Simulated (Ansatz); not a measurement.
```yaml
crystal:
  periodic: [false, false, false]
  atoms:
    - {symbol: F, position_ang: [-2.202931, 2.009550, 2.180287]}
    - {symbol: Al, position_ang: [-0.526311, 1.948501, 2.264343]}
    - {symbol: O, position_ang: [0.015614, 0.556898, 1.346688]}
    - {symbol: Ga, position_ang: [0.495258, -1.170644, 0.263195]}
    - {symbol: h, position_ang: [0.222450, -0.670947, -1.845098]}
    - {symbol: H, position_ang: [0.721698, 2.963750, 2.502958]}
    - {symbol: H, position_ang: [0.573933, -2.206363, 0.988939]}
    - {symbol: H, position_ang: [-0.869122, -1.862121, -2.520148]}
    - {symbol: H, position_ang: [-0.389642, 0.540288, -2.425569]}
    - {symbol: H, position_ang: [1.131099, -1.254314, -2.700910]}
basis:
  gaussian: {orbitals: def2-mTZVP}
hamiltonian: {xc: {name: LC-wPBE}}
output: {forces: true}
```

```sh
$ ansatz run in.yaml --threads 4 --pin off --events-out ev --progress --plain --max-ram 10444MiB
```

It prints (some lines left out):

```
Error: YAML parse error: error: line 8 column 16: `h` is not an element symbol (H … Og, case-exact)
 6 |     - {symbol: O, position_ang: [0.015614, 0.556898, 1.346688]}
 7 |     - {symbol: Ga, position_ang: [0.495258, -1.170644, 0.263195]}
 8 |     - {symbol: h, position_ang: [0.222450, -0.670947, -1.845098]}
 9 |     - {symbol: H, position_ang: [0.721698, 2.963750, 2.502958]}
10 |     - {symbol: H, position_ang: [0.573933, -2.206363, 0.988939]}
```

**Question.** What is wrong with this run?

**Answer.** An element symbol is wrong. The program refused the input.
